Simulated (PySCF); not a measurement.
C9H10BN.
Atom-mapped SMILES: `[CH3:1][B:2]([CH3:3])[c:4]1[cH:5][cH:6][cH:7][c:8]([C:9]#[N:10])[cH:11]1` (hydrogens: H12, H13, H14 on C1; H15, H16, H17 on C3; H18 on C5; H19 on C6; H20 on C7; H21 on C11)

Computed by this run: PySCF 2.14.0, PBE0-D3(BJ)/def2-SVP geometry optimisation, gas phase; density fitting, grid level 1; the optimiser is geomeTRIC in internal coordinates, started from a GFN2-xTB structure with every atom displaced at random (about 0.01 Å).

Step 1: E = -11640.3874 eV
```
atom  x, y, z in Å  |  force x, y, z in eV/Å
C1     -2.4690   -1.3939    0.1058    0.104  -0.263   0.228
B2     -1.5883   -0.0966    0.2479   -0.033   0.009  -0.031
C3     -2.2233    1.2823    0.6656   -0.190  -0.022   0.062
C4     -0.0429   -0.1728   -0.0541    0.204   0.202   0.046
C5      0.5644   -1.3353   -0.5570   -0.160  -0.242  -0.027
C6      1.9305   -1.4088   -0.8194   -0.057   0.079   0.021
C7      2.7365   -0.3045   -0.5753    0.499  -0.069  -0.084
C8      2.1688    0.8733   -0.0691    0.045   0.056  -0.026
C9      2.9981    2.0146    0.1807    0.017   0.044  -0.001
N10     3.6689    2.9400    0.3772   -0.031  -0.033   0.004
C11     0.7941    0.9340    0.1787   -0.227  -0.069   0.022
H12    -2.0522   -2.2504    0.6806   -0.009   0.219  -0.207
H13    -2.4883   -1.7202   -0.9507    0.006  -0.005   0.023
H14    -3.5068   -1.2633    0.4363   -0.094   0.062  -0.042
H15    -3.3123    1.2327    0.8336    0.131   0.021  -0.022
H16    -1.7595    1.6621    1.5933    0.013  -0.022   0.019
H17    -2.0289    2.0613   -0.0910    0.021  -0.001  -0.041
H18    -0.0575   -2.2174   -0.7495    0.075   0.076   0.013
H19     2.3687   -2.3272   -1.2125    0.017  -0.033  -0.016
H20     3.8210   -0.3429   -0.7728   -0.376   0.015   0.070
H21     0.3706    1.8645    0.5651    0.045  -0.025  -0.010
```

Step 2: E = -11640.3928 eV
```
atom  x, y, z in Å  |  force x, y, z in eV/Å
C1     -2.4616   -1.3946    0.0944   -0.035  -0.052   0.093
B2     -1.5888   -0.0941    0.2498   -0.005   0.063  -0.002
C3     -2.2274    1.2802    0.6764   -0.046  -0.004   0.015
C4     -0.0400   -0.1670   -0.0466   -0.055  -0.002   0.031
C5      0.5506   -1.3425   -0.5435    0.148   0.168   0.036
C6      1.9180   -1.4058   -0.8056    0.066  -0.205  -0.080
C7      2.7402   -0.3089   -0.5753   -0.065   0.048   0.026
C8      2.1741    0.8753   -0.0771    0.021   0.001   0.001
C9      2.9984    2.0215    0.1668    0.011  -0.011  -0.015
N10     3.6639    2.9509    0.3607   -0.007   0.001   0.007
C11     0.7988    0.9366    0.1778   -0.079  -0.050  -0.021
H12    -2.0315   -2.2467    0.6509    0.008   0.035  -0.041
H13    -2.4720   -1.7099   -0.9649   -0.005   0.006  -0.011
H14    -3.5058   -1.2714    0.4165    0.018   0.013  -0.030
H15    -3.3140    1.2340    0.8366    0.010   0.007  -0.006
H16    -1.7663    1.6482    1.6108    0.010  -0.012  -0.001
H17    -2.0236    2.0629   -0.0753    0.013  -0.006  -0.004
H18    -0.0701   -2.2231   -0.7297    0.037   0.024   0.001
H19     2.3537   -2.3284   -1.1947    0.019  -0.018  -0.007
H20     3.8139   -0.3558   -0.7753   -0.065  -0.009   0.007
H21     0.3821    1.8702    0.5607    0.003   0.004   0.003
```

Q: Estimate the geometry and energy of step 3. (The exact step hangs on the optimiser's Hessian estimate; all steps are aligned on step 2, rigid shifts and turns removed.)

A: E = -11640.3926 eV, largest force 0.220 eV/Å
```
atom  x, y, z in Å  |  force x, y, z in eV/Å
C1     -2.4669   -1.3897    0.0854   -0.097   0.116  -0.036
B2     -1.5914   -0.0926    0.2521    0.017  -0.022  -0.013
C3     -2.2271    1.2795    0.6887    0.090   0.020  -0.024
C4     -0.0394   -0.1690   -0.0407   -0.025  -0.061  -0.003
C5      0.5654   -1.3421   -0.5313   -0.014  -0.045  -0.020
C6      1.9304   -1.4236   -0.8016   -0.089   0.156   0.080
C7      2.7354   -0.3130   -0.5740   -0.113   0.065   0.024
C8      2.1673    0.8751   -0.0839   -0.025  -0.068   0.010
C9      2.9893    2.0246    0.1515    0.008  -0.051  -0.023
N10     3.6513    2.9572    0.3411    0.009   0.026   0.009
C11     0.7916    0.9377    0.1769    0.094  -0.008  -0.049
H12    -2.0306   -2.2429    0.6239    0.027  -0.115   0.080
H13    -2.4750   -1.6922   -0.9775   -0.003   0.012  -0.031
H14    -3.5139   -1.2659    0.4021    0.072  -0.024  -0.005
H15    -3.3124    1.2418    0.8420   -0.070  -0.011   0.003
H16    -1.7661    1.6324    1.6292    0.000   0.000  -0.011
H17    -2.0103    2.0657   -0.0564    0.000  -0.003   0.025
H18    -0.0521   -2.2229   -0.7114   -0.065  -0.061  -0.010
H19     2.3687   -2.3488   -1.1855   -0.025   0.044   0.022
H20     3.8023   -0.3526   -0.7724    0.217   0.006  -0.038
H21     0.3761    1.8730    0.5550   -0.010   0.023   0.009
```

The energy changes by +0.0001 eV. The first-order estimate −F·Δx gives -0.0111 eV and the mean of the old and new forces, exact on a quadratic surface, -0.0002 eV. The step makes an angle of 70° with the force vector and moves no atom by more than 0.027 Å.

The cost below is that of the whole optimisation. Hardware: an Arm Neoverse N1 with one thread, shared host with 64 logical CPUs at a one-minute load of 58. Cost: 5.1 min, 0.90 GiB resident at most.
